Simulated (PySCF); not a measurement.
Here is a job for PySCF.
```python
from pyscf import gto, scf, dft

mol = gto.Mole()
mol.atom = '''
    Cl    1.92244881   -1.90832571   -0.82010059
    Si    1.35516226    0.01986058   -0.53632054
    Cl    4.01807995    1.69512578    2.63284031
    Si   -0.88689246    0.19528931    0.02396448
    Cl   -1.64091265   -0.72905730    1.66875770
    Cl   -1.28936674    2.17107244    0.23250544
    Cl   -1.94338279   -0.49221647   -1.56342937
'''
mol.basis = 'sto-3g'
mol.spin = 1
mol.verbose = 5
mol.build()

mf = dft.UKS(mol)
mf.xc = 'pbe0'
mf.kernel()
mo_i, mo_e, stable_i, stable_e = mf.stability(internal=True, external=False, return_status=True, nroots=6, tol=1e-6)
print('internally stable:', stable_i, ' externally stable:', stable_e)
if not stable_i:
    umf = mf.copy()
    umf.scf_summary = {}
    umf.kernel(umf.make_rdm1(mo_i, mf.mo_occ))
```

Task: Give the total energy at the level PBE0/STO-3G (PySCF).

Result: -2847.4085 Eh

Task: Estimate the nuclear repulsion energy that PBE0/STO-3G returns for this input.

Result: 822.3696 Eh

Task: What HOMO energy does PBE0/STO-3G give?

Result: -5.22 eV

Task: Give the number of basis functions at the level PBE0/STO-3G.

Result: 63

Task: What is the computed <S^2> (PBE0/STO-3G)?

Result: 0.750

Task: Give the Mulliken (on the basis functions themselves) charges in atom order at the level PBE0/STO-3G.

Result: Cl1 -0.27, Si2 0.53, Cl3 -0.05, Si4 0.67, Cl5 -0.29, Cl6 -0.29, Cl7 -0.30

These values belong to the state on which the SCF converged, which isn't shown to be the lowest.
